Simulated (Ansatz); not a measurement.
Geometry optimisation, UKS B3LYP/6-31G (Ansatz).

Input file:

```yaml
crystal:
  periodic: [false, false, false]
  atoms:
    - { symbol: C, position_ang: [0.02112, 0.84473, 0.04452] }
    - { symbol: B, position_ang: [0.09191, -0.683, 0.06582] }
    - { symbol: F, position_ang: [-0.67633, -1.45909, -0.68308] }
    - { symbol: Cl, position_ang: [1.2084, -1.5151, 1.09377] }
    - { symbol: H, position_ang: [0.57738, 1.44399, -0.65266] }
    - { symbol: H, position_ang: [-0.67652, 1.40092, 0.64443] }
magnetization:
  spin_polarized: true
  initial_magnetization: 1
basis:
  gaussian: { orbitals: "6-31G" }
hamiltonian:
  xc: b3lyp
relax:
  f_tol: 0.015
  max_steps: 40
```

Launched with:

```bash
$ ansatz run input.yaml --threads 1 --pin off --max-ram 2048MiB --backend cpu --events-out ev --progress --plain --runs-dir out
```

**Question.** Where does it end, and by what steps?

**Answer.** It converged. Limits of this set-up: no polarisation functions. After 10 steps the energy has fallen by 0.476 eV; H6 moved furthest, 0.93 Å.

| step | energy less start (eV) | largest force component (eV/Å) | accepted |
| --- | --- | --- | --- |
| 0 | 0.0000 | 1.902 | yes |
| 1 | -0.1089 | 0.986 | yes |
| 2 | -0.1353 | 0.357 | yes |
| 3 | -0.1555 | 0.195 | yes |
| 4 | -0.2241 | 0.426 | yes |
| 5 | -0.3341 | 0.454 | yes |
| 6 | -0.4250 | 0.382 | yes |
| 7 | -0.4711 | 0.087 | yes |
| 8 | -0.4747 | 0.089 | yes |
| 9 | -0.4759 | 0.079 | yes |
| 10 | -0.4763 | 0.001 | yes |

```xyz
6
Properties=species:S:1:pos:R:3
C -0.001 0.845 0.016
B 0.060 -0.667 0.113
F -1.036 -1.447 -0.136
Cl 1.587 -1.535 0.565
H 0.858 1.480 0.212
H -0.921 1.357 -0.257
```

Whether the end is a true minimum wasn't checked by a vibrational analysis.

The run took 25 s on 1 CPU thread of a shared host.
